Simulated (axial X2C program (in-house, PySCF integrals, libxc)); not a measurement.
**KO⁺: cheaper levels and CCSD(T), 2c**

All values were computed with an in-house relativistic program for diatomic molecules. Two-component (2c) means X2C with spin–orbit coupling and atomic mean-field two-electron Coulomb and Gaunt terms. Basis: K dyall-cv3z [11s12p6d3f], O dyall-av3z [7s6p3d2f] (cores contracted in-house); Gaussian nuclei, density fitting, unrestricted open shells. Masses: K 38.964 u, O 15.995 u.

State: Ω = 1 (⟨Sz⟩ = 1.00, ⟨Lz⟩ = 0.00 at HF); fragments K+ + O.

```csv
level,Re (Å),ωe (cm⁻¹),De (eV)
PBE0,2.953,125.8,0.188
HF,3.043,111.9,0.150
MP2,2.956,127.1,0.180
BP86,2.995,115.4,0.161
```

Correlated methods: 14 electrons correlated (number of frozen shells: K 2 s, 1 p; O 1 s), 238 virtual spin orbitals or spinors in MP2, 90 natural virtuals in coupled cluster.

CCSD(T), same Hamiltonian and basis:

Re = 2.957 Å, ωe = 128.0 cm⁻¹, De = 0.17 eV; T1 = 0.004 (Lee–Taylor normalisation).

**Question.** Give the differences from CCSD(T) in the columns below.

**Answer.** 

```json
{"level": "PBE0", "ΔRe (Å)": "-0.004", "Δωe (cm⁻¹)": "-2.2"}
{"level": "HF", "ΔRe (Å)": "0.086", "Δωe (cm⁻¹)": "-16.1"}
{"level": "MP2", "ΔRe (Å)": "-0.001", "Δωe (cm⁻¹)": "-0.9"}
{"level": "BP86", "ΔRe (Å)": "0.038", "Δωe (cm⁻¹)": "-12.6"}
```

The state is one determinant whose occupation by symmetry is held fixed; it was picked as the lowest of a PBE0 search that is not exhaustive. Dissociation energies refer to the lowest single-determinant-based atoms at the same level and basis. Density functionals use the spin component along the axis (collinear). CCSD and (T) use frozen natural virtuals with an MP2 correction for the truncation; (T) itself is uncorrected, so its De runs slightly low. The 2c atoms are single determinants rather than J levels; their spin–orbit lowering is only partly caught, and De is too large by that part. This holds for PBE0, BP86. Other states lie close and PBE0, whose exact exchange favours high spin, may order them wrongly; the determinant shown need not be the ground state. The nearest other 2c determinant of the search, Ω = 2, lies 0.39 eV up at the distance of the search. The functionals have no current-density term, which raises determinants with orbital currents, atoms included. With several unpaired electrons one determinant need not be a pure state. Open-shell Ω = 0 determinants with evenly filled partner blocks cannot be reached by this program, so the Ω shown need not be the lowest component. This is the Ω = 1 component of a π² triplet; the 0⁺ component is not one determinant and can lie lowest. The bond is weak, and without diffuse functions and with truncated virtuals even CCSD(T) can be tens of per cent off in De.
